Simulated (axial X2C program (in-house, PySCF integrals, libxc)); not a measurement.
# Which molecule has these constants?

All values come from calculations with an in-house relativistic program for diatomic molecules, spin-free (one-electron X2C) or two-component (2c: spin–orbit coupling with atomic mean-field Coulomb and Gaunt terms, which also bring small scalar terms), in Dyall basis sets with cores contracted in-house; open shells are unrestricted.

A two-component PBE0 calculation in a Dyall 3-zeta basis gave Re = 2.857 Å, ωe = 166.8 cm⁻¹, De = 1.63 eV, Ω = 0.

Question: Which molecule is it?
A. BeBr⁻
B. CaBr⁻
C. MgBr⁻
D. SrBr⁻

Answer: D. The others have CaBr⁻ 2.714 Å and 217.8 cm⁻¹ (Ω = 0); MgBr⁻ 2.582 Å and 222.4 cm⁻¹ (Ω = 0); BeBr⁻ 2.125 Å and 440.5 cm⁻¹ (Ω = 0).

Each entry is the lowest single determinant of a limited PBE0 search at one distance. De goes to single-determinant-based atoms at the same level (for ions the charge split of lowest energy) and is withheld (n/a) where an atom does not fit its ground term or J level. Main or longest-lived isotopes.
